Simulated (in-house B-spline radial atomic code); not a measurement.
The numbers below are computed, except where a source is named.
# Two electrons in Si: a parabolic dot with ħω = 20.8 meV in all three directions with a doubly ionised double donor at its centre

For Si the NSM archive of the Ioffe Institute lists m_l = 0.98 m0, m_t = 0.19 m0 and ε = 11.7; the model takes one isotropic valley with the conductivity mass 3/(1/m_l + 2/m_t) = 0.26 m0, and so misses anisotropy and the other valleys. All triplets below are those of one valley; with several valleys two electrons can form a triplet in the 1s orbital itself, at an energy set by the valley splitting. Real donors also feel a central-cell potential, which shifts the ground state; some double donors stay shallow and helium-like, others are deep centres that this model can't describe.

Effective-mass model with parabolic bands, a uniform dielectric constant, no image charges, no central-cell or spin-orbit terms. Two-electron levels come from full CI in B-splines with partial waves to l = 5 (up to 0.001 effective hartree above the limit).

Problem. What are the effective units, and what is the potential in them?

Solution. Ha* = 27211.386 meV × 0.26/11.7² = 51.68 meV and a* = 0.0529177 nm × 11.7/0.26 = 2.381 nm. The frequency is ω = 0.402 Ha*, with −2/r added.

In these units the lowest s and p orbitals lie at -1.9422 and -0.1356, and their Coulomb and exchange integrals are J_ss = 1.2918, J_sp = 0.6571 and K_sp = 0.06779. Full CI gives -2.7316 for the ground singlet, -1.5229 for the sp triplet, -1.4411 for the sp singlet and -1.4390 for the lowest triplet of two s orbitals.

Problem. What does it cost to add the second electron, to first order and exactly?

Solution. To first order E = 2ε_s + J_ss = -2.5925, so the charging energy E(2) − 2E(1) is J_ss = 66.77 meV. CI gives -2.7316 − 2 × (-1.9422) = 1.1528, or 59.58 meV: relaxation and correlation lower it by 7.187 meV, 10.8 % of J_ss. The s² configuration of one-electron orbitals holds 94.9 % of the state, and the mean radius is 2.03 nm.

Problem. How far above the singlet do the triplets lie?

Solution. To first order the sp triplet lies at ε_s + ε_p + J_sp − K_sp = -1.4884, which is 57.06 meV above 2ε_s + J_ss. CI gives -1.5229 − (-2.7316) = 1.2086, or 62.47 meV, 67 % of the orbital spacing of 93.37 meV. The ss triplet lies 66.8 meV up, so the lower of the two is the sp one, and its gap equals k_BT at 725 K. The sp singlet-triplet splitting is 4.231 meV, against 2K_sp = 7.008 meV.
